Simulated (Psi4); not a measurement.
OSr (SMILES [O]=[Sr]), singlet, geometry from GFN2-xTB (such geometries of metal compounds can be far from the true shape) (all electrons, no relativity). Base run: R2SCAN/3-21G run with Psi4.

Input for Psi4:
```
memory 2 GB

molecule mol {
0 1
Sr   -0.000000   -0.000000   -0.347963
O     0.000000    0.000000    1.652826
}

set {
  basis 3-21g
  reference rks
  scf_type pk
}

energy('r2scan')
print_variables()
```

The base run was repeated with changes; each row names its change, and settings that it needs were set with it.

| change | ΔE vs base (eV) | point group used | SCF cycles |
|---|---|---|---|
| base | 0.00 | c2v | 13 |
| molecule keys = symmetry c1 | 0.00 | c1 | 21 |
| symmetry = cs | 0.00 | cs | 18 |
| jitter_ang = 0.002 | -0.01 | c2v | 14 |
| molecule keys = no_reorient | 0.00 | c2v | 13 |
| molecule keys = symmetry c1, no_reorient, no_com | 0.00 | c1 | 21 |
| symmetry = c2 | 0.00 | c2 | 17 |
